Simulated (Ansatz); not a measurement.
Program: Ansatz 0.2.0.

CH₇B₂NOSi (`O[SiH2]N1BCB1`) at its PBE0-D4/def2-TZVP geometry, where that method's forces vanish. Charge 0, multiplicity 1.

| atom | x (Å) | y (Å) | z (Å) |
| --- | --- | --- | --- |
| O1 | 1.589 | -1.880 | -1.258 |
| Si2 | 0.145 | -1.780 | -0.490 |
| N3 | -0.113 | -0.202 | 0.185 |
| B4 | -1.193 | 0.751 | 0.202 |
| C5 | -0.482 | 1.862 | 1.062 |
| B6 | 0.674 | 0.969 | 0.473 |
| H7 | 1.743 | -1.316 | -2.017 |
| H8 | 0.214 | -2.779 | 0.596 |
| H9 | -0.999 | -2.049 | -1.399 |
| H10 | -2.180 | 0.699 | -0.471 |
| H11 | -0.583 | 2.930 | 0.893 |
| H12 | -0.607 | 1.625 | 2.123 |
| H13 | 1.793 | 1.170 | 0.100 |

Task: For each bond, give half the difference of the two atoms' forces along it (eV/Å; positive pushes the atoms apart) under PBE-D4, r2SCAN-D4, B3LYP-D4, ωB97M-V in def2-TZVPP. (Best estimate.)

Result: The calculation gave: 
| bond | length (Å) | PBE-D4 | r2SCAN-D4 | B3LYP-D4 | ωB97M-V |
| --- | --- | --- | --- | --- | --- |
| O1–Si2 | 1.639 | 0.28 | 0.04 | 0.17 | 0.16 |
| O1–H7 | 0.958 | 0.33 | 0.02 | -0.02 | -0.06 |
| Si2–N3 | 1.736 | -0.06 | -0.12 | 0.04 | 0.05 |
| Si2–H8 | 1.478 | 0.03 | -0.02 | -0.13 | -0.18 |
| Si2–H9 | 1.485 | -0.02 | -0.03 | -0.11 | -0.16 |
| N3–B4 | 1.440 | 0.20 | 0.17 | 0.09 | 0.11 |
| N3–B6 | 1.440 | 0.20 | 0.17 | 0.09 | 0.10 |
| B4–C5 | 1.575 | -0.01 | 0.02 | 0.14 | 0.17 |
| B4–H10 | 1.196 | 0.01 | -0.05 | -0.21 | -0.22 |
| C5–B6 | 1.576 | -0.01 | 0.02 | 0.14 | 0.17 |
| C5–H11 | 1.086 | 0.09 | -0.04 | -0.05 | -0.11 |
| C5–H12 | 1.094 | 0.11 | -0.01 | -0.06 | -0.08 |
| B6–H13 | 1.196 | 0.01 | -0.04 | -0.21 | -0.22 |

B3LYP here is the variant with VWN-RPA as its local correlation; programs differ in this.
